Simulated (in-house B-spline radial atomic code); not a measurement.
A calculation on the cerium ion Ce⁴⁺ (an excited or competing configuration): its settings, and results tabulated from the run. Computed with a B-spline radial code for spherical atoms: scalar-relativistic (X2C) r2SCAN0, spin-polarised, spherical fractional occupations, Fermi nucleus of rms radius 4.8771 fm.

In the input, 3d5,1 would mean five up and one down electron.

Command:
```bash
python run_scf.py task.json out
```
Settings (nuclear radius in fm, mass in u):
```
Z                58
configuration    1s2 2s2 2p6 3s2 3p6 3d10 4s2 4p6 4d5,4 5s2 5p6 6p0,1
hamiltonian      x2c
method           r2scan0
spin_polarised   True
nucleus          fermi
rms_radius       4.8771
atomic_mass      139.90545
speed_of_light   137.035999084
```

Output (hartree, bohr):
```
 radial grid: 73 intervals, B-splines of order 8, outer radius 40.8511 bohr

 iter        energy (Eh)    residual
    1       -8851.720726    1.31e-01
    2       -8851.732760    3.04e-03
    3       -8851.732898    1.01e-03
    4       -8851.732911    5.19e-04
    5       -8851.732914    7.67e-05
    6       -8851.732915    3.26e-05
    7       -8851.732915    3.96e-06
    8       -8851.732915    6.04e-07
    9       -8851.732915    2.78e-08

 total energy                     -8851.73291
 kinetic                            9499.8885
 electron-nucleus                 -21447.9429
 Hartree                            3305.6821
 exact exchange                      -51.4664
 exchange-correlation               -157.8943

 orbital      occ     eigenvalue          <r>       <r^2>       <1/r>       r_max
 1s up      1.000     -1484.8969    0.0239162 0.000787113     67.1414     0.01496
 1s down    1.000     -1484.8977    0.0239162 0.000787111     67.1413     0.01496
 2s up      1.000      -241.3607     0.104576   0.0129706        15.4     0.08891
 2s down    1.000      -241.3318     0.104572   0.0129696     15.4009      0.0889
 2p up      3.000      -216.5084    0.0920325   0.0103564       13.92     0.07131
 2p down    3.000      -216.4849    0.0920262   0.0103551     13.9209     0.07131
 3s up      1.000       -54.5252     0.277578   0.0881944     5.50236      0.2543
 3s down    1.000       -54.5181     0.277552   0.0881698      5.5022      0.2544
 3p up      3.000       -46.5173     0.275698   0.0882172     5.06965      0.2489
 3p down    3.000       -46.5075     0.275662   0.0881828     5.06957      0.2489
 3d up      5.000       -35.0373     0.253266     0.07559     4.76557      0.2053
 3d down    5.000       -35.0136     0.253305   0.0756039     4.76452      0.2054
 4s up      1.000       -13.1088      0.63198    0.449963     2.26984      0.5909
 4s down    1.000       -13.0289     0.631995    0.450061     2.27009      0.5907
 4p up      3.000       -10.4222     0.666054    0.503367     2.07269      0.6154
 4p down    3.000       -10.3362     0.666395    0.504016      2.0718      0.6152
 4d up      5.000        -6.4785     0.726414    0.609209     1.81781      0.6454
 4d down    4.000        -6.3572     0.728664    0.613439     1.81309      0.6459
 5s up      1.000        -3.3527      1.42307     2.26006     0.94251       1.319
 5s down    1.000        -3.3447      1.42416     2.26241     0.94057       1.321
 5p up      3.000        -2.5648      1.57663      2.7818    0.834457       1.448
 5p down    3.000        -2.5601      1.58033     2.79699    0.832656       1.449
 6p down    1.000        -0.9753      3.46268     13.2209    0.367013       3.298
```

Run time, properties included: 0.29 s on 1 thread of Arm Neoverse V2 (shared host).

Caution: exact exchange at fractional occupations of open shells leaves self-interaction of up to several eV.

One-electron X2C: radii and densities carry no picture-change correction, so inner-shell <1/r> comes out high (for 1s by about 2 % at Z = 33, 5 % at 54, 10 % at 75, 30 % at 118) and <r> low.
